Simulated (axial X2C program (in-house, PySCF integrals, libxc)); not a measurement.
# Low determinants of ZnSi at the PBE0 level, two-component

All values were computed with an axial X2C code built on PySCF integrals. Two-component (2c) means X2C with spin–orbit coupling and atomic mean-field two-electron Coulomb and Gaunt terms. Basis: Zn dyall-v3z [9s10p6d3f2g], Si dyall-v3z [8s7p2d1f] (cores contracted in-house); Gaussian nuclei, density fitting, unrestricted open shells. Masses: Zn 63.929 u, Si 27.977 u.

Search at 2.340 Å (vertical energies from the lowest determinant):

| ΔE (eV) | state | electrons beyond evenly filled partner blocks | electrons in ±ω = 1/2, 3/2, 5/2, 7/2 |
| --- | --- | --- | --- |
| 0.00 | Ω = 1 | ω = -1/2, ω = 3/2 | 31 11 2 0 |
| 0.76 | Ω = 0 | none | 32 10 2 0 |
| 0.78 | Ω = 2 | ω = 1/2, ω = 3/2 | 31 11 2 0 |
| 0.81 | Ω = 0 | none | 30 12 2 0 |
| 1.05 | Ω = 1 | 2 × ω = 1/2 | 32 10 2 0 |
| 2.69 | Ω = 0 | 3 × ω = 1/2, ω = -3/2 | 31 11 2 0 |
| 3.50 | Ω = 1 | 2 × ω = 1/2 | 30 12 2 0 |

Lowest determinant, Ω = 1 (⟨Sz⟩ = 1.00, ⟨Lz⟩ = 0.00 at PBE0): Re = 2.376 Å, ωe = 268.0 cm⁻¹.

The determinant in row 2 of the search, Ω = 0 (closed shell), was followed along the bond at PBE0; measured from the minimum of the lowest determinant it gives:

Te = 0.758 eV (6116 cm⁻¹), Re = 2.351 Å, ωe = 285.4 cm⁻¹.

Problem. Compare the bond of the determinant in row 2 with that of the lowest one.

Solution. At PBE0 its Re is 0.025 Å shorter and its force constant, which goes as ωe², is 1.13 times that of the lowest determinant. T0 ≈ Te + Δωe/2 = 6116 + (9) = 6125 cm⁻¹.

The search compares states at one distance, so a state with another bond length can lie lower; it is not exhaustive and yields mostly the lowest determinant of each block pattern, so other components and higher states of one pattern are missing. These are energies of single determinants, not of spin-adapted states; PBE0 term energies can be off by some tenths of an eV, and the functional has no current term. Open-shell Ω = 0 determinants with evenly filled partner blocks cannot be reached by this program, so the Ω shown need not be the lowest component. The lowest determinant need not be the ground state where others lie within half an eV. A closed-shell Ω = 0 row of a π² shell mixes the 0⁺ component of the triplet with ¹Σ⁺ and matches no level; 0⁺ can lie lowest.
